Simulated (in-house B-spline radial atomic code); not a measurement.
Radial electron density of Li2+, 1s1. Level of theory: scalar-relativistic (X2C) r2SCAN, spin-polarised, spherical fractional occupations, Fermi nucleus of rms radius 2.444 fm; calculated with a radial B-spline atomic code at the basis-set limit.

Columns: r (bohr), 4πr²n(r) (electrons per bohr), bar.

```
  0.0194  0.03665 #
  0.0218   0.0456 #
  0.0246  0.05707 ##
  0.0277  0.07099 ##
  0.0311  0.08765 ##
  0.0351   0.1089 ###
  0.0395   0.1343 ####
  0.0445   0.1654 ####
  0.0501   0.2026 ######
  0.0564   0.2471 #######
  0.0634   0.2993 ########
  0.0714   0.3617 ##########
  0.0804   0.4342 ############
  0.0906   0.5184 ##############
   0.102   0.6132 #################
   0.115   0.7205 ####################
   0.129   0.8329 #######################
   0.146   0.9626 ##########################
   0.164    1.089 ##############################
   0.184    1.215 #################################
   0.208    1.343 #####################################
   0.234    1.452 #######################################
   0.263    1.539 ##########################################
   0.296    1.598 ###########################################
   0.334    1.618 ############################################
   0.376    1.592 ###########################################
   0.423    1.519 #########################################
   0.476    1.399 ######################################
   0.536    1.238 ##################################
   0.604    1.046 ############################
    0.68   0.8416 #######################
   0.766   0.6392 #################
   0.862   0.4569 ############
    0.97   0.3044 ########
    1.09   0.1885 #####
    1.23   0.1047 ###
    1.39  0.05196 #
    1.56  0.02403 #
    1.76 0.009442
```

On this grid the curve has 1 maximum, near 0.334 bohr.

The 1s up radial function P(r) = rR(r), positive near the nucleus:

```json
{"r (bohr)": "0.00667", "P": "0.06861"}
{"r (bohr)": "0.00845", "P": "0.08638"}
{"r (bohr)": "0.0107", "P": "0.1086"}
{"r (bohr)": "0.0136", "P": "0.1367"}
{"r (bohr)": "0.0172", "P": "0.1709"}
{"r (bohr)": "0.0218", "P": "0.2135"}
{"r (bohr)": "0.0277", "P": "0.2665"}
{"r (bohr)": "0.0351", "P": "0.3301"}
{"r (bohr)": "0.0445", "P": "0.4067"}
{"r (bohr)": "0.0564", "P": "0.4971"}
{"r (bohr)": "0.0714", "P": "0.6014"}
{"r (bohr)": "0.0906", "P": "0.72"}
{"r (bohr)": "0.115", "P": "0.8488"}
{"r (bohr)": "0.146", "P": "0.9811"}
{"r (bohr)": "0.184", "P": "1.102"}
{"r (bohr)": "0.234", "P": "1.205"}
{"r (bohr)": "0.296", "P": "1.264"}
{"r (bohr)": "0.376", "P": "1.262"}
{"r (bohr)": "0.476", "P": "1.183"}
{"r (bohr)": "0.604", "P": "1.023"}
{"r (bohr)": "0.766", "P": "0.7995"}
{"r (bohr)": "0.97", "P": "0.5517"}
{"r (bohr)": "1.23", "P": "0.3236"}
{"r (bohr)": "1.56", "P": "0.155"}
```
